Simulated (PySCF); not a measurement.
# Xe (xenon, neutral) across methods

[Kr] 4d10 5s1 5p6 6p1, high-spin 3P determinant (an excited configuration). All numbers are calculated (PySCF 2.14, the spin-free X2C one-electron Hamiltonian (Gaussian nucleus), in aug-cc-pwCVTZ-DK3 with one added diffuse shell each of s, p, d, f type (11s10p8d5f1g, 125 functions)).

```tsv
method	E (hartree)	mean ε 5p α (eV)	mean ε 5p β (eV)	mean ε 6p α (eV)	Σ⟨r²⟩ (bohr²)	⟨S²⟩
wB97X	-7445.65	-17.999	-16.585	-2.361	127.8	2.003
PBE	-7445.00	-13.953	-13.224	-1.508	117.6	2.001
UHF	-7442.31719	-19.248	-16.192	-2.274	131.1	2.013
wB97M-V	-7444.85	-17.689	-16.389	-2.041	120.3	2.002
PBE0	-7445.04	-15.500	-14.262	-1.774	120.0	2.002
BHandHLYP	-7445.35	-16.800	-15.096	-1.862	122.8	2.005
r2SCAN	-7445.39	-14.496	-13.503	-1.472	119.2	2.004
LDA	-7438.72	-14.078	-13.441	-1.478	117.8	2.001
```

The outer electron is Rydberg-like, and this basis confines it to a smaller radius and binds it less than a complete one would.
